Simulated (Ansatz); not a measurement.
CaI2⁺. Charge 1, multiplicity 2. Geometry r2SCAN-D4/def2-TZVP; atoms count from 1.

Cartesian coordinates in Å:
```
Ca -1.357 0.708 -0.153
I -0.022 -1.470 1.117
I 1.378 0.762 -0.963
```

In the def2 sets I takes a core potential; there is no spin–orbit coupling. The structure comes from a short search, and lower isomers may exist.

Problem. Estimate the Mulliken populations from the PBE0/def2-TZVP orbitals of Ansatz.

Solution. 
| atom | charge (e) | spin (α − β) |
| --- | --- | --- |
| Ca1 | 1.23 | -0.03 |
| I2 | -0.12 | 0.52 |
| I3 | -0.12 | 0.52 |
Mulliken values and Mayer orders depend strongly on the basis.

Problem. Where does the spin sit?

Solution. Summed by element: Ca -0.03, I 1.03, of 1 unpaired in all. Largest on single atoms: I2 0.52, I3 0.52, Ca1 -0.03.

Problem. And the Mayer bond orders between bonded heavy atoms (over 0.3)?

Solution. Ca1–I2 0.70 (2.85 Å); Ca1–I3 0.70 (2.85 Å); I2–I3 0.47 (3.36 Å).
